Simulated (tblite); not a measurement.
Level: GFN2-xTB in tblite, geometry and Hessian alike; calculated harmonic values, unscaled, isolated species. This tight-binding method is rough: wavenumbers can miss measured ones by several per cent, in bad cases by 10 to 20. Modes of hydrogen on phosphorus and silicon can be 10 to 20 % off. One conformer each. Thermal functions are those of the rigid rotor and harmonic oscillator, without mixing of conformers.

**Question.** Order these by their heat capacity Cp at 298.15 K, highest first (cal/(mol K)).
A. `c1cpc2c(cccc2)c1[SiH3]`
B. `N#CCCl`
C. `C[P@H+](P)C(C)(C)C`
D. `CC(C)N[SiH2]NC=O`
E. `CCCC[Si](P)(P)Cl`
F. `C[C@H](N)C/C=N\[SiH2]O`

**Answer.** E (48.0), C (44.5), A (43.5), D (41.7), F (41.0), B (15.0).

| SMILES | atoms | mass (u) | symmetry number | modes under 300 cm⁻¹ | ZPE (kcal/mol) | S translation (cal/(mol K)) | S rotation | S vibration | S | Cp |
| --- | --- | --- | --- | --- | --- | --- | --- | --- | --- | --- |
| CCCC[Si](P)(P)Cl | 21 | 186.00 | 1 | 13 | 99.5 | 41.6 | 31.4 | 49.8 | 122.8 | 48.0 |
| C[P@H+](P)C(C)(C)C | 22 | 137.06 | 1 | 11 | 115.0 | 40.7 | 29.0 | 34.8 | 104.5 | 44.5 |
| [SiH3]c1ccpc2ccccc12 | 20 | 176.02 | 1 | 5 | 88.6 | 41.4 | 30.9 | 27.2 | 99.6 | 43.5 |
| CC(C)N[SiH2]NC=O | 20 | 132.07 | 1 | 9 | 101.0 | 40.6 | 29.4 | 34.6 | 104.6 | 41.7 |
| C[C@H](N)C/C=N\[SiH2]O | 20 | 132.07 | 1 | 7 | 101.0 | 40.6 | 29.1 | 30.2 | 99.9 | 41.0 |
| N#CCCl | 6 | 74.99 | 1 | 1 | 22.3 | 38.9 | 24.8 | 4.9 | 68.6 | 15.0 |

Entropies and Cp are for 298.15 K and 1 bar.
